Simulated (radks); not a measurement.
Au XIV, 66 electrons, occupied as [Kr] 4d10 4f14 5s2 5p4. Method: scalar-relativistic Kohn-Sham, PBE, spin-unpolarised, spherical densities, point nucleus; computed with a radial shooting solver on a logarithmic mesh with Libxc functionals.

Normalised radial functions P(r) = r R(r), r in bohr:

r	4p	4d
0.0008358	0.0043	0.0000
0.0009499	0.0054	0.0000
0.001088	0.0067	0.0000
0.001247	0.0084	0.0000
0.001429	0.0105	0.0001
0.001624	0.0130	0.0001
0.00186	0.0162	0.0001
0.002131	0.0203	0.0002
0.002442	0.0253	0.0003
0.002797	0.0316	0.0004
0.003179	0.0390	0.0006
0.003642	0.0486	0.0008
0.004173	0.0604	0.0012
0.004781	0.0750	0.0017
0.005434	0.0917	0.0024
0.006225	0.1132	0.0035
0.007132	0.1392	0.0050
0.008171	0.1703	0.0072
0.009362	0.2073	0.0102
0.01064	0.2479	0.0143
0.01219	0.2975	0.0202
0.01397	0.3537	0.0286
0.016	0.4157	0.0401
0.01819	0.4781	0.0549
0.02083	0.5461	0.0759
0.02387	0.6117	0.1042
0.02735	0.6691	0.1415
0.03133	0.7103	0.1898
0.03561	0.7256	0.2472
0.0408	0.7066	0.3222
0.04674	0.6405	0.4123
0.05355	0.5179	0.5163
0.06086	0.3466	0.6236
0.06973	0.1078	0.7408
0.07989	-0.1760	0.8497
0.09153	-0.4778	0.9342
0.1049	-0.7571	0.9740
0.1192	-0.9540	0.9505
0.1365	-1.0423	0.8410
0.1564	-0.9632	0.6309
0.1792	-0.6967	0.3195
0.2037	-0.2887	-0.0508
0.2334	0.2581	-0.4914
0.2674	0.8337	-0.9287
0.3063	1.3336	-1.3022
0.3509	1.6662	-1.5570
0.3989	1.7797	-1.6574
0.457	1.6903	-1.6113
0.5236	1.4351	-1.4324
0.5998	1.0941	-1.1675
0.6817	0.7674	-0.8885
0.781	0.4714	-0.6077
0.8948	0.2561	-0.3760
1.025	0.1216	-0.2082
1.175	0.0496	-0.1017
1.335	0.0182	-0.0455
1.529	0.0052	-0.0166
1.752	0.0012	-0.0050
2.007	0.0002	-0.0012
2.282	0.0000	-0.0003
2.614	0.0000	0.0000
2.995	0.0000	0.0000

4p: eigenvalue -796.21 eV, 2 radial nodes at r = 0.0736, 0.219 bohr, <r> = 0.433 bohr, 90 % of the charge inside 0.627 bohr. 4d: eigenvalue -575.30 eV, 1 radial node at r = 0.200 bohr, <r> = 0.456 bohr, 90 % of the charge inside 0.679 bohr.
